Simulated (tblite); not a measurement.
Record of a relaxation.

Species: C₁₃H₈FN.
Bonds: F1–C2, C2–C3 (aromatic), C3–C4 (aromatic), C4–C5 (aromatic), C5–C6 (aromatic), C6–C7 (aromatic), C7–C8 (aromatic), C8–C9 (aromatic), C9–C10 (aromatic), C10–C11 (aromatic), C11–C12 (aromatic), C12–N13 (aromatic), N13–C14 (aromatic), C14–C15 (aromatic), C2–C15 (aromatic), C5–C14 (aromatic), C7–C12 (aromatic). Hydrogens: H16 on C3; H17 on C4; H18 on C6; H19 on C8; H20 on C9; H21 on C10; H22 on C11; H23 on C15.

Computed with GFN2-xTB (tblite), gas phase: L-BFGS steps from a force-field or distance-geometry start until the largest atomic force falls under 0.01 eV/Å. 3 of its 28 geometries are shown.

Step 0: E = -1076.1620 eV, largest atomic force 3.532 eV/Å
```
atom  x, y, z in Å  |  force x, y, z in eV/Å
F1      4.842   -0.815    0.705   -1.073   0.039  -0.068
C2      3.570   -0.386    0.371    0.562  -1.164   0.888
C3      3.522    0.755   -0.388   -1.905   2.008  -1.436
C4      2.278    1.283   -0.788    2.021  -1.004   0.826
C5      1.134    0.595   -0.356   -0.261   1.864  -1.424
C6     -0.121    1.058   -0.718    0.176   0.029   0.032
C7     -1.260    0.386   -0.305    0.587   1.684  -1.094
C8     -2.492    0.886   -0.673   -2.534  -0.172  -0.052
C9     -3.628    0.195   -0.257    0.627   1.112  -0.634
C10    -3.477   -0.953    0.522   -0.019  -0.413   0.231
C11    -2.239   -1.434    0.880   -2.105  -0.816   0.532
C12    -1.131   -0.754    0.465    3.292  -0.990   0.810
N13     0.101   -1.207    0.821   -0.056   0.302  -0.321
C14     1.217   -0.556    0.408   -2.252  -1.680   1.223
C15     2.441   -1.058    0.797    2.298  -0.580   0.400
H16     4.386    1.292   -0.706    0.595  -0.071   0.038
H17     2.219    2.181   -1.382   -0.036  -0.107   0.061
H18    -0.215    1.944   -1.315   -0.004   0.243  -0.159
H19    -2.563    1.791   -1.280   -0.014  -0.337   0.229
H20    -4.620    0.558   -0.525    0.314  -0.165   0.107
H21    -4.374   -1.460    0.837   -0.042  -0.142   0.084
H22    -2.144   -2.323    1.484    0.056   0.026  -0.023
H23     2.549   -1.953    1.410   -0.228   0.335  -0.250
```

Step 14: E = -1076.6673 eV, largest atomic force 0.095 eV/Å
```
atom  x, y, z in Å  |  force x, y, z in eV/Å
F1      4.802   -0.863    0.742    0.028   0.027  -0.015
C2      3.590   -0.390    0.385   -0.033  -0.046   0.018
C3      3.550    0.780   -0.401    0.028  -0.018   0.022
C4      2.343    1.279   -0.775   -0.012  -0.020  -0.013
C5      1.144    0.632   -0.386   -0.047   0.045   0.010
C6     -0.113    1.108   -0.747   -0.011   0.047  -0.044
C7     -1.263    0.441   -0.338    0.026  -0.003   0.006
C8     -2.568    0.879   -0.674    0.028  -0.023   0.018
C9     -3.658    0.185   -0.244    0.014   0.002  -0.016
C10    -3.502   -0.980    0.540    0.042   0.016   0.000
C11    -2.264   -1.432    0.884    0.044  -0.005  -0.004
C12    -1.095   -0.741    0.460   -0.003   0.014  -0.007
N13     0.104   -1.202    0.809   -0.032  -0.004   0.022
C14     1.199   -0.556    0.417   -0.076   0.005  -0.056
C15     2.474   -1.052    0.791   -0.075  -0.014   0.029
H16     4.481    1.245   -0.682    0.022   0.035  -0.020
H17     2.272    2.174   -1.379    0.025  -0.026   0.021
H18    -0.192    2.001   -1.352   -0.021   0.036  -0.021
H19    -2.675    1.772   -1.276    0.008  -0.039   0.028
H20    -4.651    0.522   -0.502   -0.030  -0.018   0.014
H21    -4.387   -1.510    0.865    0.056   0.019  -0.009
H22    -2.142   -2.321    1.483    0.062   0.007  -0.003
H23     2.546   -1.943    1.392   -0.045  -0.038   0.021
```

Step 27: E = -1076.6740 eV, largest atomic force 0.009 eV/Å
```
atom  x, y, z in Å  |  force x, y, z in eV/Å
F1      4.794   -0.875    0.753   -0.009   0.000  -0.002
C2      3.583   -0.402    0.393   -0.005   0.004  -0.001
C3      3.551    0.768   -0.393   -0.001   0.002  -0.004
C4      2.350    1.278   -0.776   -0.002   0.001   0.002
C5      1.139    0.647   -0.394    0.003  -0.005  -0.004
C6     -0.116    1.126   -0.759    0.006   0.000   0.003
C7     -1.263    0.453   -0.346    0.004   0.001  -0.001
C8     -2.574    0.878   -0.674    0.002  -0.003   0.002
C9     -3.657    0.176   -0.239    0.001   0.001   0.000
C10    -3.491   -0.987    0.545    0.005  -0.003   0.001
C11    -2.248   -1.429    0.882    0.002  -0.001   0.002
C12    -1.093   -0.727    0.451    0.001   0.001  -0.001
N13     0.102   -1.190    0.802   -0.001   0.003  -0.006
C14     1.192   -0.544    0.406   -0.001   0.002   0.005
C15     2.458   -1.054    0.791   -0.002  -0.002  -0.002
H16     4.485    1.231   -0.673    0.001  -0.001   0.002
H17     2.297    2.173   -1.379    0.003  -0.002   0.000
H18    -0.200    2.021   -1.363   -0.001  -0.002   0.002
H19    -2.692    1.768   -1.275   -0.001  -0.002   0.002
H20    -4.656    0.501   -0.489   -0.004   0.003  -0.003
H21    -4.368   -1.523    0.875    0.003   0.001   0.000
H22    -2.099   -2.314    1.480   -0.003  -0.002   0.002
H23     2.503   -1.948    1.392   -0.001   0.003   0.000
```

Question: Summarise the path.

Answer: The energy falls by 11.81 kcal/mol from step 0 to step 27; nine tenths of that is first reached at step 4. It falls at every step. The largest force goes from 3.532 to 0.009 eV/Å. Among the bonds C11–C12 changes most, from 1.364 to 1.418 Å; the atoms move by 0.069 Å rms after alignment.

Question: Follow the three bonds and two angles with the largest change from start to end.

Answer: 
```csv
step,E above end (kcal/mol),largest force (eV/Å),C11–C12 (Å),C7–C12 (Å),C5–C14 (Å),C4–C3–H16 (°),C2–C3–H16 (°)
0,11.81,3.532,1.364,1.382,1.384,116.2,123.8
1,3.73,1.417,1.425,1.432,1.446,119.8,119.8
2,1.91,0.563,1.415,1.422,1.430,119.0,120.5
4,1.07,0.268,1.417,1.433,1.435,120.4,120.2
5,0.91,0.236,1.419,1.435,1.437,121.1,119.9
6,0.76,0.183,1.420,1.437,1.439,121.8,119.7
7,0.63,0.193,1.421,1.436,1.439,122.3,119.4
8,0.50,0.157,1.421,1.435,1.437,122.6,119.3
9,0.40,0.136,1.420,1.434,1.436,122.6,119.3
11,0.30,0.132,1.420,1.434,1.435,122.4,119.1
12,0.25,0.104,1.421,1.435,1.435,122.4,119.0
13,0.20,0.100,1.422,1.435,1.435,122.4,118.8
14,0.16,0.095,1.422,1.436,1.436,122.5,118.6
15,0.12,0.086,1.421,1.436,1.436,122.5,118.6
16,0.09,0.084,1.421,1.436,1.437,122.3,118.7
18,0.05,0.074,1.419,1.435,1.437,122.0,119.0
19,0.03,0.062,1.418,1.435,1.437,121.9,119.1
20,0.02,0.044,1.419,1.435,1.437,121.8,119.1
21,0.01,0.036,1.419,1.435,1.437,121.9,119.0
22,0.01,0.035,1.419,1.435,1.436,121.9,118.9
23,0.00,0.029,1.419,1.435,1.436,122.0,118.8
25,0.00,0.018,1.418,1.435,1.436,122.0,118.8
26,0.00,0.014,1.418,1.435,1.436,122.0,118.8
27,0.00,0.009,1.418,1.435,1.436,122.0,118.8
```

The cost below is that of the whole relaxation. On one thread, Arm Neoverse V1 (aarch64) (shared host), this took 0.33 s of wall time.
